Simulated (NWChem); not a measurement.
Species: HSOF₂ cation; SMILES [OH+]=S(F)F

```xyz
5

O      0.1806     1.4375     0.0000
S     -0.4532     0.0440     0.0000
F      0.2769    -0.6870    -1.1597
F      0.2769    -0.6870     1.1597
H      1.1618     1.5528     0.0000
```
Atoms are numbered in this order, from 1.

Program: NWChem. Pople sets run with spherical d functions. STO-3G and 3-21G are far too small for this property and stand as cheap habits. The geometry was optimised at PBE0/def2-SVP. B3LYP is NWChem's, with the RPA form of VWN correlation. GIAO values for the isolated, static molecule; σ is the absolute isotropic shielding, δ = σ(reference) − σ with the isolated reference molecule computed at the same levels (19F: trichlorofluoromethane, 1H: tetramethylsilane, 17O: water).

```csv
level,δ O1 (ppm),σ S2 (ppm),δ F3 (ppm),δ H5 (ppm)
KT2/pcSseg-1,209.3,-30.9,46.2,8.99
Hartree-Fock/STO-3G,-10.1,504.6,-18.7,5.23
BHandHLYP/pcSseg-1,190.5,-50.4,60.1,9.19
B3LYP/6-31G*,174.6,17.7,63.5,8.49
"LDA (Slater exchange, VWN5)/pcSseg-1",232.6,-110.3,61.9,9.02
```
